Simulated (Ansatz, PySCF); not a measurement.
Molecule: hydrogen iodide, HI (charge 0, singlet). 
Geometry from a B3LYP-D3(BJ)/def2-TZVP (Ansatz, a quantum-chemistry and plane-wave program) optimisation:
SMILES: I
```xyz
2

I      0.0000     0.0000    -0.0299
H      0.0000     0.0000     1.5855
```
Charge 0, spin multiplicity 1.

Dipole moments at this geometry, in debye (magnitudes).

```csv
level,program,dipole (D)
TPSS/def2-TZVPD,PySCF,0.40
r2SCAN/def2-TZVPD,Ansatz,0.47
r2SCANh/def2-TZVPD,Ansatz,0.48
r2SCAN0/def2-TZVPD,Ansatz,0.49
MN15/def2-TZVPD,PySCF,0.36
CAM-B3LYP/def2-TZVPD,Ansatz,0.45
LC-wPBE/def2-TZVPD,Ansatz,0.50
wB97X-V/def2-TZVPD,Ansatz,0.47
CCSD(T)/def2-SVPD,Ansatz,0.41
```

Measured: 0.45 D (NIST CCCBDB, as tabulated in the package chemicals), a vibrational average. This is an older compilation, not checked against later work.
